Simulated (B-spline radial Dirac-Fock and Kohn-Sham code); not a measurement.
EELS cross sections of the Si L1 (2s) edge

System: the free silicon atom in the configuration [Ne] 3s2 3p2. Calculated with a radial B-spline solver, using the first Born approximation with generalised oscillator strengths from a Dirac-Hartree-Slater potential (longitudinal and transverse terms; continuum final states only, so no white lines or fine structure). The edge is taken at 149.7 eV (tabulated value).

Input file task.json (cfg lists n, l and occupation; rrms is the nuclear radius in fm):

```json
{"items": [{
  "Z": 14,
  "q": 0,
  "cfg": [[1, 0, 2], [2, 0, 2], [2, 1, 6], [3, 0, 2], [3, 1, 2]],
  "A": 28,
  "rrms": 3.1224,
  "do": "eels",
  "beams": [[60, 5], [60, 20], [80, 5], [80, 10], [80, 50], [80, 100], [100, 10], [100, 20], [120, 5], [120, 10], [120, 50], [200, 10], [300, 20], [300, 100]],
  "edges": {"L1": 149.7}
}]}
```

Command: `python xray2_run.py task.json out`

Partial cross sections σ(β, Δ) in barn, integrated over a window Δ above the edge and up to the collection semi-angle β, for parallel illumination:

| E₀ (kV) | β (mrad) | Δ = 25 eV | Δ = 50 eV | Δ = 100 eV | Δ = 200 eV | Δ = 300 eV |
| --- | --- | --- | --- | --- | --- | --- |
| 60 | 5 | 2230 | 3850 | 5850 | 7510 | 8080 |
| 60 | 20 | 4660 | 8330 | 13100 | 17500 | 19300 |
| 80 | 5 | 2110 | 3680 | 5640 | 7340 | 7960 |
| 80 | 10 | 3060 | 5400 | 8430 | 11200 | 12300 |
| 80 | 50 | 5090 | 9460 | 15600 | 21700 | 24400 |
| 80 | 100 | 5240 | 9790 | 16300 | 23400 | 26900 |
| 100 | 10 | 2820 | 5000 | 7830 | 10500 | 11500 |
| 100 | 20 | 3680 | 6630 | 10500 | 14200 | 15700 |
| 120 | 5 | 1930 | 3390 | 5250 | 6940 | 7590 |
| 120 | 10 | ? | ? | ? | ? | ? |
| 120 | 50 | 3970 | 7400 | 12300 | 17400 | 19700 |
| 200 | 10 | 2260 | 4040 | 6390 | 8630 | 9580 |
| 300 | 20 | 2410 | 4440 | 7260 | 10000 | 11200 |
| 300 | 100 | 2520 | 4680 | 7800 | 11200 | 12800 |

Problem. Give the row for 120 kV and 10 mrad.

Solution. 2650 b for 25 eV, 4700 b for 50 eV, 7380 b for 100 eV, 9890 b for 200 eV, 10900 b for 300 eV.
